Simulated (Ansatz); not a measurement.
Ligand exchange: SiH2(CH3)Br + Cd(CH3)F → SiH3Br + C2H5CdF

Species: SiH2(CH3)Br, singlet; Cd(CH3)F, singlet; SiH3Br `[SiH3]Br`, singlet; C2H5CdF `C[CH2][Cd][F]`, singlet. The partners trade CH3 for H: Si–CH3 and C–H bonds give way to Si–H and C–CH3.

Shapes, held fixed at every level: PBE0-D4/def2-TZVP. Programs: Ansatz 0.2.0. The zero-point and thermal change to 298 K, harmonic and unscaled (PBE0-D4/def2-TZVP), is -0.9 kJ/mol.

(1) Estimate ΔH(298 K) of this reaction.

## Answers

(1) The highest level, CCSD(T)/def2-TZVPP, gives ΔH(298 K) = +64.0 kJ/mol; the levels span +49.3 to +69.6. The column of differences is taken from that level and isn't an error. No measured value is set beside it here. For atoms past krypton def2 sets carry core potentials with scalar relativity. Relativity is left out for Br. Outer-core shells of Br, Cd are correlated in most correlated rows, in sets that cover them unevenly.

```json
{"level": "HF/def2-SVP", "kind": "Hartree–Fock", "ΔH(298 K) (kJ/mol)": "+56.9", "less CCSD(T)/def2-TZVPP": "-7.1"}
{"level": "HF/def2-TZVPP", "kind": "Hartree–Fock", "ΔH(298 K) (kJ/mol)": "+63.7", "less CCSD(T)/def2-TZVPP": "-0.3"}
{"level": "SPW92/def2-TZVPP", "kind": "LDA", "ΔH(298 K) (kJ/mol)": "+64.7", "less CCSD(T)/def2-TZVPP": "+0.7"}
{"level": "BHLYP-D4/def2-TZVPP", "kind": "global hybrid", "ΔH(298 K) (kJ/mol)": "+66.4", "less CCSD(T)/def2-TZVPP": "+2.4"}
{"level": "r2SCAN0-D4/def2-TZVPP", "kind": "global hybrid", "ΔH(298 K) (kJ/mol)": "+69.6", "less CCSD(T)/def2-TZVPP": "+5.6"}
{"level": "CCSD/def2-SVP", "kind": "coupled cluster or CI", "ΔH(298 K) (kJ/mol)": "+49.3", "less CCSD(T)/def2-TZVPP": "-14.7"}
{"level": "CCSD(T)/def2-TZVPP", "kind": "coupled cluster or CI", "ΔH(298 K) (kJ/mol)": "+64.0", "less CCSD(T)/def2-TZVPP": "0.0"}
```
